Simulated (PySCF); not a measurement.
PySCF input for Al(F)(Me)(OSiH3) (CH6AlFOSi), SMILES [SiH3][O][Al]([F])[CH3], PBE-D3(BJ)/def2-SVP. Geometry: PBE-D3(BJ)/def2-SVP. One conformer was computed; it need not be the lowest.

```python
import numpy as np
from pyscf import gto, scf, dft, df
from pyscf.hessian import thermo

mol = gto.M(
    atom='''
    Al    0.14442615    0.34326038    0.89825813
    F    -0.85374225   -0.46381749    1.98139988
    C     1.34465463    1.73051962    1.53136212
    H     1.92714559    2.18507436    0.70613095
    H     2.05696182    1.31824688    2.27596792
    H     0.77565716    2.53438766    2.04285705
    O     0.04355279   -0.11555782   -0.74177404
    Si   -0.40940593   -0.88653296   -2.14450123
    H     0.05899953   -0.08764608   -3.33075258
    H    -1.90689729   -1.02763938   -2.22252071
    H     0.20960643   -2.25764463   -2.21260068
    ''',
    basis='def2-SVP',
    charge=0,
    spin=0,
    max_memory=1600,
    verbose=3,
)
mf = dft.RKS(mol, xc='pbe').density_fit(auxbasis='def2-universal-jkfit')
mf.disp = 'd3bj'
mf.grids.level = 3
mf.conv_tol = 1e-11
mf.max_cycle = 100
mf.kernel()

# [left out here: the lines that compute and print the analytic Hessian (its translational invariance restored by hand, since the grid's response is missing), thermochemistry and intensities]
```

It prints:

```
converged SCF energy = -748.018518464807

WARN: DFTD3 does not support analytical Hessian, using finite difference


WARN: Mole.unit (angstrom) is changed to Bohr

Mode                                 0                   1                   2
Irrep
Freq [cm^-1]                      -21.5057             19.7477             41.2772
Reduced mass [au]                   1.0674              1.0325              4.9691
Force const [Dyne/A]               -0.0003              0.0002              0.0050
Char temp [K]                     -30.9419             28.4125             59.3886
Normal mode                   x     y     z       x     y     z       x     y     z
       0  Al                -0.00 -0.00  0.00    0.01 -0.01  0.00    0.02  0.02 -0.02
       1   F                 0.03 -0.03  0.01    0.01 -0.01  0.00   -0.01 -0.04 -0.10
       2   C                -0.03  0.02 -0.01   -0.01  0.01 -0.00   -0.01  0.00  0.08
       3   H                -0.04  0.04 -0.01    0.37 -0.35  0.07    0.01  0.05  0.12
       4   H                -0.01  0.04 -0.01   -0.37  0.18  0.43   -0.03 -0.02  0.09
       5   H                -0.04  0.01 -0.00   -0.11  0.27 -0.51   -0.04 -0.03  0.10
       6   O                -0.01  0.01 -0.00    0.01 -0.00 -0.00    0.09  0.09 -0.05
       7  Si                -0.00  0.00 -0.00   -0.01  0.01 -0.00   -0.05 -0.04  0.06
       8   H                 0.48 -0.28  0.00   -0.02  0.02  0.00   -0.12 -0.16 -0.05
       9   H                -0.03  0.49 -0.26   -0.01  0.02  0.01   -0.06 -0.00  0.19
      10   H                -0.44 -0.21  0.25   -0.02  0.01 -0.02   -0.09 -0.06  0.14
Mode                                 3                   4                   5
Irrep
Freq [cm^-1]                       72.1255            165.8120            232.4246
Reduced mass [au]                   4.5530              3.3661              5.0986
Force const [Dyne/A]                0.0140              0.0545              0.1623
Char temp [K]                     103.7725            238.5666            334.4072
Normal mode                   x     y     z       x     y     z       x     y     z
       0  Al                 0.02 -0.02  0.00    0.03  0.02 -0.04    0.10 -0.10  0.02
       1   F                -0.03  0.03 -0.01    0.06  0.07  0.03   -0.05  0.05 -0.01
       2   C                -0.06  0.06 -0.01   -0.04 -0.01  0.15   -0.03  0.03 -0.01
       3   H                -0.11  0.11 -0.02    0.06  0.13  0.30   -0.14  0.13 -0.03
       4   H                -0.00  0.10 -0.04   -0.13 -0.10  0.19    0.05  0.23  0.02
       5   H                -0.10  0.01  0.02   -0.13 -0.11  0.19   -0.22 -0.07 -0.05
       6   O                 0.14 -0.13  0.03   -0.05 -0.05 -0.02   -0.06  0.06 -0.01
       7  Si                -0.04  0.04 -0.01   -0.02 -0.03 -0.05   -0.00  0.00 -0.00
       8   H                -0.07  0.11  0.03   -0.00 -0.01 -0.03    0.01 -0.03 -0.01
       9   H                -0.06  0.17  0.10   -0.02 -0.03 -0.07    0.00 -0.04 -0.04
      10   H                -0.16 -0.01 -0.19   -0.01 -0.02 -0.06    0.04  0.02  0.07
Mode                                 6                   7                   8
Irrep
Freq [cm^-1]                      248.2399            473.4552            650.4883
Reduced mass [au]                   9.7707              5.3665              1.3227
Force const [Dyne/A]                0.3547              0.7088              0.3297
Char temp [K]                     357.1620            681.1966            935.9079
Normal mode                   x     y     z       x     y     z       x     y     z
       0  Al                -0.05 -0.05 -0.02   -0.00  0.01  0.07   -0.04  0.03 -0.01
       1   F                 0.02  0.05  0.13   -0.05 -0.04  0.05    0.01 -0.01  0.00
       2   C                -0.05 -0.06 -0.03    0.08  0.10  0.06    0.09 -0.08  0.02
       3   H                -0.05 -0.06 -0.03    0.02  0.02 -0.03   -0.19  0.18 -0.04
       4   H                -0.06 -0.06 -0.03    0.15  0.15  0.03    0.23  0.50  0.19
       5   H                -0.05 -0.06 -0.02    0.14  0.16  0.03   -0.44 -0.28 -0.23
       6   O                 0.10  0.08 -0.08    0.03  0.02 -0.05    0.01 -0.01  0.00
       7  Si                 0.01  0.00 -0.01   -0.02 -0.04 -0.09    0.00 -0.00  0.00
       8   H                -0.05 -0.07 -0.08   -0.06 -0.09 -0.14   -0.00  0.01  0.01
       9   H                -0.00  0.02  0.09   -0.03 -0.04 -0.05   -0.00  0.01  0.01
      10   H                -0.02 -0.01  0.04   -0.04 -0.05 -0.08   -0.01 -0.00 -0.02
Mode                                 9                  10                  11
Irrep
Freq [cm^-1]                      659.7153            699.4992            707.4650
Reduced mass [au]                   2.2020              2.1262              1.2175
Force const [Dyne/A]                0.5646              0.6130              0.3590
Char temp [K]                     949.1835           1006.4236           1017.8846
[...]
       7  Si                 0.01 -0.05  0.02   -0.00 -0.01 -0.01   -0.02 -0.03  0.02
       8   H                 0.14  0.42  0.39   -0.03 -0.03 -0.04   -0.06 -0.18 -0.13
       9   H                -0.01  0.16 -0.04    0.00 -0.06 -0.06   -0.06  0.62 -0.18
      10   H                -0.21 -0.12 -0.62   -0.05 -0.03 -0.05    0.60  0.27 -0.21
Mode                                15                  16                  17
Irrep
Freq [cm^-1]                      918.3986            967.1292           1094.4747
Reduced mass [au]                   1.0493              1.1792              9.4794
Force const [Dyne/A]                0.5214              0.6498              6.6903
Char temp [K]                    1321.3711           1391.4835           1574.7054
Normal mode                   x     y     z       x     y     z       x     y     z
       0  Al                 0.00 -0.00 -0.00   -0.00 -0.00  0.01   -0.00  0.01  0.07
       1   F                -0.00 -0.00  0.00    0.01  0.00 -0.01    0.01  0.01 -0.01
       2   C                -0.00  0.00  0.00   -0.00 -0.00 -0.01    0.01  0.01  0.00
       3   H                 0.00 -0.00 -0.00    0.01  0.01  0.01   -0.02 -0.03 -0.04
       4   H                -0.00 -0.00 -0.00   -0.01 -0.00  0.00   -0.03 -0.06 -0.00
       5   H                 0.00  0.00  0.00   -0.00 -0.01  0.00   -0.06 -0.04 -0.01
       6   O                -0.00  0.00 -0.00    0.01  0.01  0.02   -0.04 -0.08 -0.20
       7  Si                 0.03 -0.02  0.00   -0.02 -0.03 -0.06    0.01  0.02  0.05
       8   H                -0.66  0.38 -0.01    0.22  0.37  0.31    0.05  0.08  0.09
       9   H                 0.00  0.29 -0.35   -0.06  0.23  0.47   -0.00  0.05  0.09
      10   H                -0.18 -0.11  0.34    0.23  0.06  0.47    0.05  0.03  0.10
Mode                                18                  19                  20
Irrep
Freq [cm^-1]                     1169.4568           1376.1229           1379.0990
Reduced mass [au]                   1.2653              1.0494              1.0521
Force const [Dyne/A]                1.0195              1.1709              1.1790
Char temp [K]                    1682.5879           1979.9344           1984.2164
Normal mode                   x     y     z       x     y     z       x     y     z
       0  Al                -0.01 -0.01 -0.01    0.00  0.00 -0.01   -0.00  0.00 -0.00
       1   F                 0.00  0.00 -0.00   -0.00  0.00  0.00    0.00 -0.00  0.00
       2   C                 0.08  0.09  0.05    0.02  0.01 -0.05   -0.04  0.04 -0.01
       3   H                -0.21 -0.29 -0.35   -0.14 -0.20 -0.27    0.52 -0.49  0.09
       4   H                -0.18 -0.47 -0.04   -0.34  0.28  0.46    0.33  0.22 -0.25
       5   H                -0.45 -0.22 -0.09    0.20 -0.24  0.56   -0.25 -0.29  0.26
       6   O                 0.00  0.01  0.02   -0.00 -0.00  0.00    0.00 -0.00  0.00
       7  Si                -0.00 -0.00 -0.00    0.00  0.00  0.00    0.00 -0.00  0.00
       8   H                -0.00 -0.01 -0.01   -0.00 -0.00 -0.00   -0.00  0.00  0.00
       9   H                -0.00 -0.00 -0.00    0.00 -0.00 -0.00   -0.00  0.00  0.00
      10   H                -0.00 -0.00 -0.00   -0.00  0.00 -0.00   -0.00 -0.00 -0.00
Mode                                21                  22                  23
Irrep
Freq [cm^-1]                     2155.7517           2157.5938           2162.8268
Reduced mass [au]                   1.0324              1.0490              1.0407
Force const [Dyne/A]                2.8269              2.8773              2.8682
Char temp [K]                    3101.6467           3104.2970           3111.8262
Normal mode                   x     y     z       x     y     z       x     y     z
       0  Al                -0.00  0.00  0.00   -0.00  0.00 -0.00   -0.00 -0.00 -0.00
       1   F                 0.00  0.00 -0.00    0.00 -0.00  0.00   -0.00  0.00  0.00
       2   C                 0.00 -0.00 -0.00    0.00 -0.00  0.00    0.00  0.00  0.00
       3   H                 0.00  0.00  0.00   -0.00  0.00 -0.00    0.00  0.00  0.00
       4   H                -0.00 -0.00 -0.00    0.00  0.00  0.00    0.00  0.00  0.00
       5   H                -0.00 -0.00 -0.00   -0.00 -0.00 -0.00    0.00  0.00  0.00
       6   O                -0.00 -0.00 -0.00    0.00  0.00  0.00    0.00  0.00  0.00
       7  Si                -0.02 -0.02 -0.00   -0.03  0.03  0.00   -0.01 -0.02  0.03
       8   H                -0.01 -0.00  0.01   -0.02  0.01  0.00    0.31  0.52 -0.77
       9   H                 0.89  0.08  0.04    0.40  0.05  0.01   -0.00 -0.01  0.01
      10   H                -0.18  0.37  0.02    0.36 -0.81 -0.03   -0.01 -0.01  0.01
Mode                                24                  25                  26
Irrep
Freq [cm^-1]                     2976.9717           3069.0384           3090.6920
Reduced mass [au]                   1.0357              1.0994              1.1024
Force const [Dyne/A]                5.4080              6.1012              6.2042
Char temp [K]                    4283.1994           4415.6629           4446.8177
Normal mode                   x     y     z       x     y     z       x     y     z
       0  Al                -0.00 -0.00 -0.00    0.00 -0.00  0.00   -0.00  0.00  0.00
       1   F                 0.00  0.00 -0.00   -0.00  0.00  0.00    0.00  0.00 -0.00
       2   C                 0.03  0.03  0.02    0.06 -0.06  0.01   -0.03 -0.02  0.08
       3   H                -0.26 -0.20  0.39    0.02 -0.01 -0.01    0.43  0.34 -0.60
       4   H                -0.38  0.24 -0.40   -0.43  0.24 -0.46   -0.22  0.12 -0.21
       5   H                 0.32 -0.42 -0.27   -0.34  0.48  0.32    0.18 -0.26 -0.15
       6   O                 0.00  0.00  0.00    0.00 -0.00  0.00    0.00  0.00 -0.00
       7  Si                 0.00  0.00  0.00    0.00 -0.00  0.00   -0.00 -0.00 -0.00
       8   H                 0.00  0.00  0.00   -0.00  0.00  0.00    0.00  0.00  0.00
       9   H                 0.00  0.00  0.00   -0.00  0.00  0.00    0.00  0.00  0.00
      10   H                -0.00  0.00  0.00   -0.00 -0.00 -0.00    0.00  0.00  0.00
temperature 298.1500 [K]
pressure 101325.00 [Pa]
Rotational constants [GHz] 5.49772 1.47044 1.18529
Symmetry number 1
Zero-point energy (ZPE) 0.06600 [Eh]   173287.093 [J/mol]
                           tot       elec      trans        rot        vib
Entropy [J/mol/K]       388.838      0.000    167.154    116.767    104.916
Cv [J/mol/K]            107.210      0.000     12.472     12.472     82.267
Cp [J/mol/K]            115.525      0.000     20.786     12.472     82.267
Internal energy [J/mol]                      3718.434   3718.434 187116.163
Internal energy [Eh]   -747.94442  -748.01852
Enthalpy [J/mol]                             6197.391   3718.434 187116.163
Enthalpy [Eh]          -747.94347
Gibbs free energy [J/mol]                  -43639.604 -31095.752 155835.382
Gibbs free energy [Eh] -747.98763
mode   freq/cm-1   IR/(km/mol)
   1      -21.51         0.059
   2       19.75         0.101
   3       41.28         1.224
   4       72.13         0.334
   5      165.81         4.612
   6      232.42        32.570
   7      248.24        35.849
   8      473.46         0.007
   9      650.49        61.592
  10      659.72         9.385
  11      699.50        73.928
  12      707.46        54.709
  13      710.41        55.913
  14      857.70       111.454
  15      915.43        76.676
  16      918.40        71.584
  17      967.13       398.880
  18     1094.47       465.529
  19     1169.46        37.275
  20     1376.12         1.673
  21     1379.10         1.418
  22     2155.75       114.245
  23     2157.59       146.188
  24     2162.83       131.708
  25     2976.97         0.756
  26     3069.04         1.066
  27     3090.69         1.818
max |gradient| / (hartree/bohr): 0.00015993696927704665
APT charges: [ 1.5848 -0.6063 -0.4085  0.0287  0.0283  0.0279 -1.2686  1.4735 -0.2838
 -0.2876 -0.2884]
```

The run converged. The end point has an imaginary mode, so it is no minimum.

Cost: about 110 core-seconds (a rough figure).
